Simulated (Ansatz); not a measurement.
(1) Predict a relaxed structure of Mo(OH)F5 (MoOF₅H), charge 0, singlet, at r2SCAN-D4/def2-SVP (Ansatz).

Results:

(1) 
```xyz
8

Mo   -0.137    0.073   -0.273
O     0.916    0.098    1.221
H     1.162   -0.352    2.043
F    -1.280   -0.147   -1.694
F     0.347    1.757   -0.814
F    -0.653   -1.633    0.219
F    -1.560    0.810    0.634
F     1.204   -0.604   -1.335
```
The metal has 6 neighbours: O 1.83 Å, F 1.84 Å, F 1.83 Å, F 1.85 Å, F 1.84 Å, F 1.84 Å. This is one stationary point.

In the def2 sets Mo takes a core potential; there is no spin–orbit coupling. The relaxation made no stability test and no search for a lower SCF solution.
